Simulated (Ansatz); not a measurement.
Li₅⁺, relaxed as a quintet with UKS r2SCAN/def2-TZVP in Ansatz, starting from the r2SCAN/def2-TZVP geometry of the charge +1 singlet. Force threshold 0.02 eV/Å.

At r2SCAN/def2-TZVP a singlet of charge 1 lies 1.53 eV below the quintet, each at its own geometry. The structure comes from a short search, and lower isomers may exist.

Start:

Cartesian coordinates in Å:
```
Li -0.965 2.157 -1.550
Li 1.241 0.915 0.504
Li -1.383 -0.029 0.848
Li 0.965 -2.157 1.550
Li 0.142 -0.885 -1.352
```

(1) Estimate the energy that the relaxation releases and the steps that it takes.

(2) Does the start keep its bonding and symmetry?

(3) Predict the relaxed structure.

Answers

(1) 18.4 kJ/mol, in 5 steps; 8.5 s on 4 threads of Arm Neoverse V1 on a shared host. No frequencies were taken in this run, so the end may be a saddle point.

(2) Bonds lost: Li2–Li3, Li2–Li5, Li3–Li5 (atoms count from 1). Point group D3h at the start, D3h at the end, both within 0.05 Å.

(3) 
```xyz
5

Li   -0.874    1.950   -1.394
Li    1.501    1.108    0.609
Li   -1.678   -0.024    1.018
Li    0.874   -1.950    1.394
Li    0.177   -1.084   -1.627
```
Bond lengths (bridged metal pairs left out): .
